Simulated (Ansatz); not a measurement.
`FC(F)(F)C#Cc1ccc(C#Cc2ccc(C#Cc3ccc(C#Cc4ccc(C#Cc5ccc(C#Cc6ccc(C(F)(F)F)cc6)cc5)cc4)cc3)cc2)cc1`, relaxed as a singlet with RKS PBE-D4/def2-SVP in Ansatz, starting from the GFN2-xTB geometry. Force threshold 0.03 eV/Å.

Single mean-field runs in def2-SVP are fitted with def2-universal-jkfit.

Start:

```xyz
80

F   -11.499    8.925   17.009
C   -11.190    7.624   17.149
F   -12.354    6.974   17.331
F   -10.509    7.513   18.303
C   -10.445    7.113   16.016
C    -9.830    6.690   15.071
C    -9.109    6.198   13.965
C    -9.107    6.907   12.762
C    -8.400    6.427   11.682
C    -7.685    5.230   11.785
C    -6.960    4.739   10.678
C    -6.339    4.321    9.730
C    -5.614    3.833    8.622
C    -6.154    2.825    7.819
C    -5.447    2.350    6.737
C    -4.184    2.868    6.434
C    -3.459    2.378    5.329
C    -2.837    1.952    4.383
C    -2.114    1.461    3.278
C    -2.520    0.289    2.632
C    -1.814   -0.190    1.550
C    -0.685    0.491    1.087
C     0.040   -0.001   -0.021
C     0.661   -0.425   -0.967
C     1.385   -0.919   -2.074
C     0.851   -0.823   -3.362
C     1.557   -1.302   -4.444
C     2.809   -1.893   -4.261
C     3.531   -2.385   -5.369
C     4.147   -2.807   -6.318
C     4.865   -3.303   -7.427
C     4.852   -4.669   -7.719
C     5.550   -5.153   -8.803
C     6.276   -4.281   -9.618
C     6.990   -4.777  -10.730
C     7.600   -5.199  -11.684
C     8.312   -5.691  -12.800
C     7.702   -5.738  -14.056
C     8.398   -6.215  -15.147
C     9.712   -6.642  -14.991
C    10.458   -7.192  -16.170
F    10.065   -6.655  -17.336
F    11.784   -6.996  -16.089
F    10.288   -8.525  -16.299
C    10.327   -6.604  -13.745
C     9.630   -6.128  -12.654
C     6.291   -2.915   -9.326
C     5.591   -2.431   -8.241
C     3.342   -1.992   -2.974
C     2.639   -1.508   -1.892
C    -0.278    1.662    1.732
C    -0.984    2.141    2.814
C    -3.647    3.878    7.239
C    -4.354    4.355    8.321
C    -7.690    4.523   12.991
C    -8.394    5.003   14.074
H    -9.663    7.830   12.689
H    -8.392    6.971   10.748
H    -7.131    2.428    8.054
H    -5.864    1.572    6.113
H    -3.391   -0.239    2.993
H    -2.126   -1.098    1.054
H    -0.119   -0.367   -3.500
H     1.147   -1.228   -5.441
H     4.289   -5.340   -7.088
H     5.540   -6.209   -9.033
H     6.683   -5.400  -14.164
H     7.934   -6.253  -16.120
H    11.347   -6.941  -13.639
H    10.099   -6.092  -11.682
H     6.855   -2.243   -9.957
H     5.600   -1.376   -8.012
H     4.311   -2.450   -2.837
H     3.051   -1.585   -0.895
H     0.594    2.190    1.372
H    -0.670    3.047    3.313
H    -2.672    4.280    7.006
H    -3.940    5.132    8.947
H    -7.135    3.599   13.065
H    -8.399    4.463   15.009
```

Estimate the energy that the relaxation releases and the steps that it takes.

99.8 kJ/mol, in 43 steps; 4.4 min on 4 threads of AMD EPYC 7R13 on a shared host and a share (37 GiB) of an NVIDIA H100 80GB HBM3. The force fell under the threshold at step 30, but the optimiser went on and released 0.026 eV more. No frequencies were taken in this run, so the end may be a saddle point.

Does the start keep its bonding?

By distances, no bond broke or formed. The bond that changes most is C29–C30, from 1.21 to 1.23 Å (atoms count from 1).

Predict the relaxed structure.


Cartesian coordinates in Å:
```
F -11.657 9.051 17.262
C -11.360 7.738 17.410
F -12.527 7.071 17.572
F -10.653 7.610 18.558
C -10.612 7.226 16.261
C -9.980 6.800 15.300
C -9.249 6.305 14.184
C -7.974 6.840 13.861
C -7.259 6.353 12.769
C -7.789 5.314 11.957
C -7.061 4.819 10.844
C -6.428 4.389 9.876
C -5.699 3.894 8.763
C -6.291 2.970 7.859
C -5.577 2.487 6.766
C -4.238 2.900 6.531
C -3.510 2.406 5.418
C -2.877 1.975 4.449
C -2.150 1.480 3.336
C -2.807 0.763 2.299
C -2.095 0.280 1.204
C -0.692 0.487 1.099
C 0.034 -0.008 -0.015
C 0.665 -0.439 -0.984
C 1.389 -0.935 -2.100
C 0.711 -1.404 -3.258
C 1.421 -1.887 -4.354
C 2.842 -1.928 -4.339
C 3.566 -2.424 -5.455
C 4.194 -2.855 -6.426
C 4.917 -3.350 -7.542
C 6.302 -3.653 -7.437
C 7.010 -4.141 -8.532
C 6.368 -4.340 -9.784
C 7.090 -4.835 -10.902
C 7.718 -5.266 -11.872
C 8.441 -5.762 -12.991
C 7.871 -5.740 -14.291
C 8.586 -6.226 -15.388
C 9.882 -6.745 -15.213
C 10.626 -7.326 -16.391
F 10.294 -6.709 -17.550
F 11.968 -7.222 -16.239
F 10.346 -8.645 -16.550
C 10.462 -6.768 -13.932
C 9.754 -6.281 -12.832
C 4.984 -4.032 -9.891
C 4.274 -3.550 -8.795
C 3.520 -1.462 -3.180
C 2.810 -0.973 -2.087
C -0.035 1.201 2.138
C -0.748 1.690 3.229
C -3.646 3.822 7.436
C -4.361 4.310 8.527
C -9.066 4.783 12.283
C -9.782 5.267 13.376
H -7.555 7.644 14.483
H -6.272 6.773 12.525
H -7.326 2.641 8.033
H -6.045 1.774 6.072
H -3.891 0.595 2.371
H -2.613 -0.271 0.407
H -0.388 -1.379 -3.279
H 0.886 -2.245 -5.245
H 6.809 -3.502 -6.473
H 8.080 -4.378 -8.437
H 6.860 -5.331 -14.426
H 8.140 -6.197 -16.392
H 11.479 -7.165 -13.802
H 10.207 -6.296 -11.830
H 4.477 -4.182 -10.855
H 3.204 -3.316 -8.888
H 4.619 -1.490 -3.158
H 3.345 -0.612 -1.197
H 1.050 1.367 2.067
H -0.230 2.243 4.025
H -2.610 4.150 7.264
H -3.893 5.025 9.219
H -9.486 3.979 11.661
H -10.768 4.848 13.621
```
Bond lengths: 55 × C–C 1.23 to 1.51 Å; 6 × C–F 1.35 to 1.36 Å; 24 × C–H 1.10 Å.
